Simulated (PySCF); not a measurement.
Si(CCH)(F)(H)2 (C2H3FSi), SMILES C#C[SiH2]F. Atoms are numbered in the order given.

```xyz
7

Si     0.4966     0.6199     0.0000
F     -0.8533     1.5200     0.0000
C      0.0362    -1.1473     0.0000
C     -0.2520    -2.3293     0.0000
H      1.2653     0.9378    -1.2303
H      1.2653     0.9378     1.2303
H     -0.5088    -3.3744     0.0000
```
Charge 0, spin multiplicity 1.

Geometry optimised at PBE0-D3(BJ)/def2-SVP.

Method: ωB97X/def2-TZVPD in PySCF.

Mulliken values depend strongly on the basis, most of all with diffuse functions as here. Atomic charges (e):

```tsv
atom	Mulliken	meta-Löwdin
Si1	0.55	1.01
F2	-0.28	?
C3	-0.08	?
C4	-0.32	-0.12
H5	-0.08	?
H6	-0.08	?
H7	0.28	0.18
```

Question: Some entries are withheld; supply them. (Estimate from the structure and the level; the computed values follow.)

Answer: 
- F2, meta-Löwdin: -0.51
- C3, meta-Löwdin: -0.33
- H5, meta-Löwdin: -0.11
- H6, meta-Löwdin: -0.11
